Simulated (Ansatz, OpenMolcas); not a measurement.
**How methods differ on GeTe (SMILES [Ge][Te])**

The species is GeTe (2 atoms), meant as a singlet with charge 0. As SMILES, `[Ge][Te]`. Geometry: the measured bond length.

```xyz
2

Ge    0.0000    0.0000    0.0000
Te    0.0000    0.0000    2.3402
```

Each level gives the vertical energy of the triplet above the singlet (eV). The values are calculated.

| level | kind | program | value (eV) | CPU time (all runs) |
| --- | --- | --- | --- | --- |
| HF/def2-TZVP (core potential) | Hartree–Fock | Ansatz | 1.47 | 27 s |
| SVWN5/def2-TZVP (core potential) | LDA | OpenMolcas | 2.69 | 39 s |
| PBE/def2-TZVP (core potential) | GGA | Ansatz | 2.50 | 42 s |
| revPBE/def2-TZVP (core potential) | GGA | OpenMolcas | 2.44 | 52 s |
| M06-L/def2-TZVP (core potential) | meta-GGA | OpenMolcas | 2.83 | 6.5 min |
| PBE0/def2-TZVP (core potential) | global hybrid | Ansatz | 2.30 | 47 s |
| RPA@PBE0/def2-TZVP (core potential) | RPA | Ansatz | 2.37 | 67 s |
| BCCD(T)/def2-TZVP (core potential) | coupled cluster or CI | Ansatz | 2.49 | 1.8 min |
| FCI/STO-3G | exact in the basis | Ansatz | 2.84 | 14 s |

All-electron rows without a relativistic Hamiltonian named are non-relativistic, while core potentials hold scalar relativity, so basis and relativity change together. Spin-orbit coupling, which can split open shells on such heavy atoms by tenths of an eV, is left out. The values span 1.47 to 2.84 eV. High-level rows in very small sets aren't better than simpler rows in larger ones. In the correlated wave-function rows the outer d shell of Ge, Te is correlated, in sets not made for it. The upper state's dipole differs much between rows, so they may not all be the same state. CPU times are rough (shared hosts, several kinds of processor and program).
